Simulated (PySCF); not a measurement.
Species: C7H11BO.
Numbering: `[CH:1]#[C:2][C@@H:3]1[BH:4][CH2:5][CH2:6][C@H:7]1[O:8][CH3:9]` (hydrogens: H10 on C1; H11 on C3; H12 on B4; H13, H14 on C5; H15, H16 on C6; H17 on C7; H18, H19, H20 on C9)

Structure used (PBE0-D3(BJ)/def2-SVP), in Å, numbered top down from 1:
```
atom  x, y, z in Å
C1     2.4021   -2.4893    0.0335
C2     1.8068   -1.4642   -0.2172
C3     1.1000   -0.2268   -0.4766
B4     1.7443    1.1527   -0.0691
C5     0.5708    2.0924    0.3642
C6    -0.7023    1.3516   -0.0552
C7    -0.3478   -0.1392    0.0335
O8    -1.1687   -0.9833   -0.7157
C9    -2.4181   -1.2343   -0.1498
H10    2.9266   -3.4012    0.2480
H11    1.0255   -0.0809   -1.5821
H12    2.9221    1.4101   -0.1005
H13    0.6623    2.0995    1.4732
H14    0.6256    3.1506    0.0677
H15   -0.9440    1.5691   -1.1099
H16   -1.5889    1.6152    0.5415
H17   -0.3600   -0.4562    1.0990
H18   -2.3284   -1.6560    0.8708
H19   -3.0511   -0.3281   -0.0898
H20   -2.9311   -1.9699   -0.7848
```

Computed with PySCF at PBE0/pcSseg-1, non-relativistic, on one gas-phase PBE0-D3(BJ)/def2-SVP geometry that isn't relaxed in the solvent. The solvent is an IEF-PCM continuum (Bondi radii, 1.10 Å for H, scaled by 1.2). Specific hydrogen bonds and non-electrostatic terms are outside this model.

Gas phase at PBE0/pcSseg-1: HOMO -7.18 eV, LUMO -1.04 eV, dipole 2.11 D.

Question: What does the continuum do to the energy, the frontier levels and the dipole at PBE0/pcSseg-1 in tetrahydrofuran and dimethylsulfoxide?

Answer: 
```json
{"solvent": "tetrahydrofuran", "ε": "7.426", "E(solvent) − E(gas) (kJ/mol)": "-21.37", "polarisation term (kJ/mol)": "-23.81", "distortion of the solute (kJ/mol)": "2.44", "HOMO (eV)": "-7.28", "LUMO (eV)": "-0.93", "dipole (D)": "2.73"}
{"solvent": "dimethylsulfoxide", "ε": "46.83", "E(solvent) − E(gas) (kJ/mol)": "-26.44", "polarisation term (kJ/mol)": "-30.28", "distortion of the solute (kJ/mol)": "3.84", "HOMO (eV)": "-7.30", "LUMO (eV)": "-0.91", "dipole (D)": "2.89"}
```

The first energy column is the sum of the next two and covers electrostatics alone. From tetrahydrofuran to dimethylsulfoxide the lowering changes by a factor 1.24, Onsager's factor (ε − 1)/(2ε + 1) by 1.19 and ε itself by 6.3.

Question: Which radius a makes the point-dipole formula ΔE = −[(ε − 1)/(2ε + 1)]·μ²/a³ give the value in dimethylsulfoxide, with the gas-phase dipole?

Answer: μ = 0.831 au and |ΔE| = 0.01007 Eh give a = 1.70 Å; the farthest nucleus lies 4.50 Å from the centroid of the nuclei, so such a sphere wouldn't even hold the nuclei. The formula assumes a rigid point dipole at the centre of a sphere.

Question: Give the dipole vector in the frame of the coordinates (D, pointing from negative to positive charge), gas and dimethylsulfoxide.

Answer: Gas (-1.29, 1.34, 1.01), solvent (-1.67, 1.91, 1.38). Its length changes by +37 % and its direction by 2°.

Question: Which Hirshfeld charges (PBE0/pcSseg-1) respond most in dimethylsulfoxide (means over atoms taken as equivalent)?

Answer: 
```tsv
atoms	environment	gas (e)	solvent (e)	change
O8	ether oxygen	-0.136	-0.155	-0.019
C1	terminal alkyne carbon	-0.137	-0.155	-0.018
C2	alkyne carbon	-0.043	-0.057	-0.014
H10	alkyne hydrogen	+0.088	+0.098	+0.010
H13	methylene hydrogen	+0.054	+0.062	+0.008
H17	methine hydrogen	+0.028	+0.034	+0.006
```

Question: Which Mayer bond orders change most in dimethylsulfoxide?

Answer: 
| bond | length (Å) | gas | solvent | change |
| --- | --- | --- | --- | --- |
| C1–C2 | 1.212 | 2.466 | 2.441 | -0.025 |
| O8–C9 | 1.394 | 0.942 | 0.929 | -0.013 |
| B4–C5 | 1.565 | 0.981 | 0.993 | +0.012 |
| C7–O8 | 1.396 | 0.927 | 0.915 | -0.012 |
| C6–C7 | 1.535 | 1.006 | 1.016 | +0.010 |
| C3–B4 | 1.576 | 0.913 | 0.904 | -0.009 |
| C1–H10 | 1.074 | 1.149 | 1.157 | +0.008 |
| C2–C3 | 1.448 | 1.084 | 1.077 | -0.007 |
